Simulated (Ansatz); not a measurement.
Consider the redistribution: `[CH3][AlH][SiH2][SbH2]` + `OC[SiH2][SeH]` → `OC[SiH2][SbH2]` + `[CH3][AlH][SiH2][SeH]`.

Program: Ansatz. Geometries: PBE0-D4/def2-TZVP. ΔE: electronic, gas phase. CCSD(T)/CBS adds triple-zeta CCSD(T) − MP2 to the extrapolated MP2 energy (def2 sets, frozen cores). DFT in def2-TZVPP. B3LYP here is the variant with VWN-RPA as its local correlation; programs differ in this. Elements past krypton have def2 core potentials. For Sb, Se outer-core shells are correlated without core-valence functions, which leaves a few kJ/mol of doubt a bond. Scalar relativity is left out up to krypton. Each species was taken in one conformer, which may not be the lowest.

```tsv
level	ΔE (kJ/mol)	difference from CCSD(T)/CBS
r2SCAN-D4	23.4	2.2
B3LYP-D4	15.6	-5.6
B2PLYP	14.5	-6.7
HF/def2-TZVPP	-0.6	-21.8
CCSD/def2-TZVPP	15.7	-5.5
HF/def2-QZVPP	-0.5	-21.7
MP2/def2-QZVPP	23.8	2.6
SCS-MP2/def2-QZVPP	18.1	-3.1
HF/CBS(def2)	-0.5	-21.7
CCSD/CBS(def2)	17.5	-3.7
CCSD(T)/CBS	21.2	0
```

Largest T1 diagnostic among the species: 0.014.

In def2-TZVPP, CCSD(T) changes the Hartree–Fock value by +19.9 kJ/mol (the triples alone add +3.7 kJ/mol) and MP2 by +23.3 kJ/mol. The D4 term adds +5.5 kJ/mol with B3LYP and +2.9 kJ/mol with PBE0; it sums over pairs of atoms, weighted by their polarisabilities, and B3LYP, whose exchange is more repulsive, gets the larger term.
